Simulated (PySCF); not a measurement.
Coordinates in bohr (charge -1 multiplicity 1):
```
Pd    0.0000    0.0000   -0.0287
H     0.0000    0.0000    2.8045
H     3.1385    0.0000    0.1050
H    -3.1385    0.0000    0.1050
```

Method: PBE0 in PySCF with Pd def2-TZVPD with ECP28, H def2-TZVPD; scalar-relativistic core potentials, no spin–orbit coupling; density-fitted integrals.

This geometry of [PdH3]- is a stationary point at this level.

What is the point group?

C2v.

Is it a minimum?

Yes: all harmonic wavenumbers are real.

List the harmonic modes with their infrared intensities.


| symmetry | ω (cm⁻¹) | IR (km/mol) | type |
| --- | --- | --- | --- |
| b2 | 213 | 376 | bend |
| b1 | 697 | 69.6 | bend |
| a1 | 744 | 66.4 | bend |
| b2 | 1472 | 1288 | stretch |
| a1 | 1798 | 10.0 | stretch |
| a1 | 2193 | 166 | stretch |

Give the atomic charges and bond orders.


```csv
atom,Mulliken,Löwdin,polar tensor,Mayer order to Pd1
Pd1,-1.15,-0.39,-0.01,–
H2,0.11,-0.16,-0.13,1.06
"H3,4",0.02,-0.22,-0.43,0.92
```

In C2v the vibrations span 2b2 + b1 + 3a1. Here b1 is antisymmetric to the molecular plane and b2 lies in it.

Stability towards spin polarisation was not tested. Other isomers or separated fragments may lie lower. The lowest empty level of this anion is unbound, so it and the gap depend on the basis.
